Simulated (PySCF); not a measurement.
Successive ionisation energies of holmium

Calculated with PySCF 2.14, two-component X2C-1e (Gaussian nucleus, no Breit or QED terms), each ion in its own even-tempered basis; GMP2 freezes the deep shells of the larger ions and drops the highest virtual spinors; eV.

| ion | configuration | GHF (spin-free) | GHF (screened spin-orbit) | GMP2 (screened spin-orbit) | NIST | kind |
| --- | --- | --- | --- | --- | --- | --- |
| Ho³⁷⁺ | [Ar] 3d10 4s2 | 1707.8 | 1707.6 | 1710.3 | 1719 ± 4 | theoretical |
| Ho³⁸⁺ | [Ar] 3d10 4s1 | 1760.1 | 1759.9 | 1761.1 | 1773.6 ± 0.9 | semi-empirical |
| Ho³⁹⁺ | [Ar] 3d10 | 3036.3 | 3019.3 | 3020.6 | 3018 ± 4 | theoretical |
| Ho⁴⁰⁺ | [Ar] 3d9 | 3140.5 | 3125.4 | 3126.8 | 3125 ± 4 | theoretical |
| Ho⁴¹⁺ | [Ar] 3d8 | 3253.8 | 3239.3 | 3240.4 | 3238 ± 4 | theoretical |
| Ho⁴²⁺ | [Ar] 3d7 | 3368.4 | 3360.7 | 3361.0 | 3359 ± 4 | theoretical |
| Ho⁴³⁺ | [Ar] 3d6 | 3477.3 | 3477.4 | 3477.3 | 3476 ± 4 | theoretical |
| Ho⁴⁴⁺ | [Ar] 3d5 | 3630.1 | 3593.1 | 3592.9 | 3592 ± 4 | theoretical |
| Ho⁴⁵⁺ | [Ar] 3d4 | 3742.8 | 3761.7 | 3762.6 | 3760 ± 4 | theoretical |
| Ho⁴⁶⁺ | [Ar] 3d3 | 3864.4 | 3880.8 | 3881.6 | 3880 ± 4 | theoretical |
| Ho⁴⁷⁺ | [Ar] 3d2 | 3987.4 | 4011.6 | 4011.4 | 4009 ± 4 | theoretical |
| Ho⁴⁸⁺ | [Ar] 3d1 | 4104.2 | 4133.0 | 4132.6 | 4131 ± 4 | theoretical |

(1) Where is the largest relative jump?

## Answers

(1) From Ho³⁸⁺ to Ho³⁹⁺: 1761.1 to 3020.6 eV, where the electron removed from [Ar] 3d10 comes from a deeper shell or subshell.
